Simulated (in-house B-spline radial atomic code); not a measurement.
Inner levels of iodine as electrons are removed. A shift is the extra binding of the orbital against the neutral atom ([Kr] 4d10 5s2 5p5). Computed with a radial B-spline atomic code at the basis-set limit: non-relativistic Hartree-Fock, average of the configuration, point nuclei.

This level leaves out relativity, spin-orbit splitting included, which matters for heavy ions.

```csv
ion,configuration,shift of 2p (eV),shift of 3p (eV),shift of 3s (eV),radius of 2p (bohr),radius of 3p (bohr),radius of 3s (bohr),Σ<r²> (bohr²),change of density at nucleus (bohr⁻³)
I9+,[Kr] 4d8,149.28,146.46,146.28,0.1052,0.31659,0.32579,14.214,-24.318
I10+,[Kr] 4d7,180.35,176.29,176.07,0.10519,0.31637,0.3256,13.029,-13.247
I11+,[Kr] 4d6,212.73,207.24,206.97,0.10518,0.31611,0.32539,11.929,-1.304
I12+,[Kr] 4d5,246.39,239.27,238.95,0.10518,0.31583,0.32515,10.903,11.504
I13+,[Kr] 4d4,281.32,272.37,271.97,0.10517,0.31551,0.32489,9.9434,25.167
I14+,[Kr] 4d3,317.49,306.49,306.03,0.10516,0.31517,0.3246,9.043,39.679
I15+,[Kr] 4d2,354.91,341.64,341.09,0.10514,0.31479,0.32428,8.1963,55.035
I16+,[Kr] 4d1,393.55,377.78,377.14,0.10513,0.31438,0.32394,7.3982,71.232
I17+,[Ar] 3d10 4s2 4p6,433.41,414.91,414.16,0.10512,0.31394,0.32357,6.6447,88.264
I18+,[Ar] 3d10 4s2 4p5,475.13,453.23,452.56,0.1051,0.31401,0.3232,5.9703,108.87
I19+,[Ar] 3d10 4s2 4p4,517.77,492.26,491.66,0.10509,0.31362,0.32281,5.3229,130.18
I20+,[Ar] 3d10 4s2 4p3,561.32,531.99,531.46,0.10507,0.31321,0.3224,4.7009,152.21
```
